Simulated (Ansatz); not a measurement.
Reaction (homolysis of the C–Mg bond): `[CH3][Mg][Br]` → `[CH3]`• + `[Mg][Br]`•

Calculated with Ansatz (gas phase, PBE0-D4/def2-TZVP geometries, no zero-point term in ΔE). CCSD(T)/CBS adds triple-zeta CCSD(T) − MP2 to the extrapolated MP2 energy (def2 sets, frozen cores). This one scheme is used for every species. Functionals use def2-TZVPP. Open shells (•) are unrestricted, without spin–orbit coupling. For Br, Mg outer-core shells are correlated without core-valence functions, which leaves a few kJ/mol of doubt a bond. Scalar relativity is left out up to krypton.

`[CH3][Mg][Br]`:

Cartesian coordinates in Å:
```
C 0.530 0.700 -0.063
Mg -0.715 -0.943 0.084
Br -2.128 -2.808 0.251
H 0.708 0.974 -1.106
H 1.504 0.505 0.396
H 0.100 1.572 0.437
```

`[CH3]`•:

Cartesian coordinates in Å:
```
C 0.000 0.000 0.000
H -0.426 0.531 0.839
H -0.127 -1.069 -0.082
H 0.552 0.538 -0.756
```

`[Mg][Br]`•:

```xyz
2

Mg    0.388   -0.470   -1.016
Br   -0.388    0.470    1.016
```

CCSD(T)/CBS gives +3.04 eV.

(1) Another level gave +2.96 eV. Which?
A. r2SCAN/def2-TZVPP
B. ωB97M-V/def2-TZVPP
C. LDA (SPW92)/def2-TZVPP
D. PBE0-D4/def2-TZVPP

Largest T1 diagnostic among the species: 0.008.

Results:

(1) B. ωB97M-V 2.96, PBE0-D4 2.70, LDA (SPW92) 3.26, r2SCAN 2.58 eV.

Leaving LDA and LC-ωPBE aside and taking each functional with its dispersion term where it has one, the values, not all of them listed here, spread over 0.41 eV, from r2SCAN0-D4 to ωB97M-V. LDA lies +0.50 eV from PBE without D4, its usual overbinding. From r2SCAN to r2SCAN0 (25 % exact exchange), in def2-TZVPP and without D4, ΔE moves by −0.04 eV: exact exchange takes away binding that semilocal exchange gives to molecules. In def2-TZVPP, CCSD(T) changes the Hartree–Fock value by +1.22 eV (the triples alone add +0.09 eV) and MP2 by +1.28 eV; breaking electron pairs costs correlation energy, which Hartree–Fock lacks.
